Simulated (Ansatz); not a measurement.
## Four-centre ligand exchange

Start structure (BSiH₇O₃, singlet), relaxed at PBE0-D4/def2-TZVP:

```tsv
atom	x (Å)	y (Å)	z (Å)
B1	-0.4740	-0.3455	-1.5665
O2	-0.3661	-0.7135	-2.8770
O3	0.2329	-1.0264	-0.6119
O4	-1.2791	0.6948	-1.2073
H5	1.6025	1.0459	1.1839
Si6	0.6679	0.4766	2.1833
H7	-0.9045	-0.1663	-3.4529
H8	0.7655	-1.7309	-0.9873
H9	-1.2658	0.8544	-0.2593
H10	-0.7361	0.6750	1.7292
H11	0.9272	-0.9661	2.3952
H12	0.8297	1.2020	3.4710
```

The step: BH₃O₃ ([OH][B]([OH])[OH]) + SiH₄ → BSiH₅O₂ ([OH][B]([OH])[SiH3]) + H₂O; bonds formed: B1–Si6, O2–H5; bonds broken: B1–O2, H5–Si6. Computed with Ansatz 0.2.0 (basis: def2-TZVPP and def2-QZVPP); correlated methods freeze the cores. Extrapolation: Hartree–Fock as exp(−7.88 √X), correlation as X^−2.97. Energies below are by CCSD(T) at an estimated basis limit (MP2 extrapolated from triple and quadruple zeta, plus CCSD(T) − MP2 in triple zeta).

(1) What are the electronic barrier and the energy of the step, from the start structure to the end structure? (Judge from chemistry; the value comes from the calculation.)

No T1 diagnostic of these runs exceeds 0.014.

Results:

(1) By the calculation: Barrier 2.982 eV; step energy 1.370 eV (uphill); reverse barrier, their difference, 1.612 eV. Barrier and step energy count from the start structure, the reverse barrier from the end structure.

The saddle point: One imaginary mode of 1189i cm⁻¹.
| pair | start (Å) | saddle (Å) | end (Å) |
| --- | --- | --- | --- |
| B1–Si6 | 4.01 | 2.39 | 2.04 |
| O2–H5 | 4.84 | 1.15 | 0.96 |
| B1–O2 | 1.37 | 1.57 | 3.42 |
| H5–Si6 | 1.48 | 1.98 | 3.55 |

Zero-point energy (harmonic, PBE0-D4): ZPE is 2.226 eV at the start and 2.133 eV at the saddle, so the barrier goes from 2.982 to 2.889 eV.

Labels in which every atom is bracketed show which atoms are joined, not bond orders.

For scale, one of the runs: CCSD(T)/def2-TZVPP, 264 basis functions, launched by `ansatz run in.yaml --threads 8 --pin off --events-out ev --progress --plain --max-ram 19148MiB`. The run took 61 s on 8 CPU threads of an Intel Xeon Platinum 8488C (shared host), with 6.8 GiB of host memory at its peak.
